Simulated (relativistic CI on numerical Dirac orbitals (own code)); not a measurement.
# What each ingredient does to the levels of Mg I

Base calculation: Dirac-Coulomb-Breit CI, orbitals from a KLI potential per configuration, QED by a radiative potential, valence Slater integrals scaled by 0.85, P86 correlation energy added to each configuration.

Configurations in the expansion (outside the closed core [Ne]): 3s², 3s3p, 3s4s, 3s3d, 3s4p, 3s5s, 3s4d, 3s5p, 3s4f, 3s6s, 3s5d, 3s6p, 3s5f, 3p², 3d², 3p4s. Levels of other configurations are missing.

Variants: (1) Slater integrals left unscaled; (2) valence Slater integrals scaled by 0.75; (3) configuration mixing switched off; (4) one mean potential for all configurations. Shifts of the energy above 3s² ¹S0, in cm⁻¹, for the lowest level and the first level of each name with at least 55 % of one term (blank where a level changes its place among those of its configuration and J or its character, or is not in the variant):

| Level | Base | Δ(1) | Δ(2) | Δ(3) | Δ(4) | Measured |
| --- | --- | --- | --- | --- | --- | --- |
| 3s² ¹S0 | 0.0 | 0.0 | 0.0 | 0.0 | 0.0 | 0.0 |
| 3s3p ³P°0 | 20596.1 | +490.3 | -254.9 | -3848.0 | -179.5 | 21850.4 |
| 3s3p ³P°1 | 20614.2 | +491.7 | -255.8 | -3847.6 | -179.5 | 21870.5 |
| 3s3p ³P°2 | 20651.2 | +494.5 | -257.7 | -3846.8 | -179.5 | 21911.2 |
| 3s3p ¹P°1 | 36189.5 | +3249.0 | -2147.5 | -1388.5 | +116.8 | 35051.3 |
| 3s4s ³S1 | 41137.4 | +1176.6 | -712.3 | -3947.2 | +536.8 | 41197.4 |
| 3s4s ¹S0 | 43345.9 | +1585.3 | -985.0 | -3694.2 | +1424.1 | 43503.3 |
| 3s3d ¹D2 | 46182.0 | +491.3 | -319.8 |  | +460.4 | 46403.1 |
| 3s3d ³D3 | 47822.7 | +1238.0 | -753.2 | -3965.3 | +573.9 | 47957.0 |
| 3s3d ³D2 | 47822.9 | +1238.0 | -753.2 |  | +573.8 | 47957.0 |
| 3s3d ³D1 | 47823.1 | +1238.0 | -753.2 | -3965.3 | +573.8 | 47957.1 |
| 3s4p ³P°0 | 47868.2 | +1204.2 | -731.2 | -4028.2 | +669.8 | 47841.1 |
| 3s4p ³P°1 | 47871.2 | +1203.9 | -731.0 | -4028.6 | +669.9 | 47844.4 |
| 3s4p ³P°2 | 47877.2 | +1203.3 | -730.6 | -4029.4 | +670.2 | 47851.2 |

Correlation outside the listed configurations is missing or only estimated: errors of thousands of cm⁻¹ between configurations and terms are usual at this charge. Rates and lifetimes follow the computed energies and can be off by large factors. The fine structure of a lone outer electron comes out too small, for d and f at times inverted, and misplaced configurations move strength between like terms. 45 of the 45 excited levels that our extract of the measured tables holds in this range could be paired (the sources list more); they are missed by 897 cm⁻¹ on average and 2151 at most, and levels without a partner can miss by more.

Measured levels: NIST Handbook of Basic Atomic Spectroscopic Data (Sansonetti and Martin, J. Phys. Chem. Ref. Data 34, 1559 (2005)).

Ionisation energy from the two ground configurations alone: base 7.351 eV. The NIST ASD value (measured) is 7.64624 eV. The gap of more than 2 % comes from missing correlation.
